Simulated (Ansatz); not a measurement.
Cost and result up the ladder for Al₆Cu₄ (10 atoms). Total charge 0; singlet. Geometry: PBE-D4/def2-SVP.

```xyz
10

Cu   -2.438   -0.689    0.049
Cu    1.234    1.748   -1.151
Cu   -0.596   -1.663   -1.181
Cu    0.627   -0.115   -2.590
Al   -0.427   -1.328    1.262
Al    1.947   -0.848    2.595
Al    1.475   -0.596   -0.331
Al   -1.634    1.144    1.365
Al   -1.061    0.893   -1.230
Al    0.872    1.454    1.212
```

Ansatz on 4 threads of Intel Xeon Platinum 8488C on a shared host. Times are rough, and most runs start from the orbitals of an earlier one. No level here is sound enough to serve as a yardstick. Binding counts from free atoms at the same level (Cu doublet, Al doublet; other spins of the atoms weren't run), without zero-point energy or a counterpoise term.

No other spin state of charge 0 was run. Another isomer (singlet) lies 0.21 eV lower at PBE0-D4/def2-TZVP; other spin states weren't run for this one.

Run but left out: HF/STO-3G, HF/def2-TZVP (restricted singlet, unstable in another Hartree–Fock run and untested here); MP2/def2-SVP (restricted singlet, unstable towards broken spin symmetry).

```
                         level  functions  wall time  binding energy per atom (eV)                        remarks
               PBE-D4/def2-SVP        232        5 s                          2.74  restricted SCF unstable in HF
              PBE0-D4/def2-SVP        232       11 s                          2.46  restricted SCF unstable in HF
PBE-D4/def2-TZVP (with forces)        402       13 s                          2.48  restricted SCF unstable in HF
           r2SCAN-D4/def2-TZVP        402       24 s                          2.49  restricted SCF unstable in HF
             PBE0-D4/def2-TZVP        402       39 s                          2.27  restricted SCF unstable in HF
```
